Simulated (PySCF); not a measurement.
Si²⁺: excitation energy

Si²⁺ [Ne] 3s2 (1S) → Si²⁺ [Ne] 3s1 3d1 (3D), as a difference of total energies. Computed with PySCF 2.14 in dyall-acv3z, with scalar relativity by spin-free X2C-1e. Correlated levels: valence: [Ne] frozen; valence and next inner shell: 1s2 frozen; virtual orbitals above 40 to 60 times the deepest correlated orbital energy dropped. The calculations carry no spin-orbit coupling.

| method | excitation energy (eV) |
| --- | --- |
| UHF | 16.625 |
| LDA | 16.651 |
| PBE | 16.377 |
| PBE0 | 16.592 |
| r2SCAN | 16.224 |
| M06-L | 16.669 |
| BLYP | 16.587 |
| TPSSh | 16.391 |
| MP2 (valence) | 17.361 |
| SCS-MP2 (valence) | 17.644 |
| MP2 (valence and next inner shell) | 17.558 |
| SCS-MP2 (valence and next inner shell) | 17.801 |

Task: How much does correlation contribute at MP2 (valence and next inner shell)?

Result: 17.558 − (16.625) = 0.933 eV, measured against UHF.

The promoted electron is Rydberg-like, and one or two diffuse shells describe it only roughly, which tends to raise the upper state.
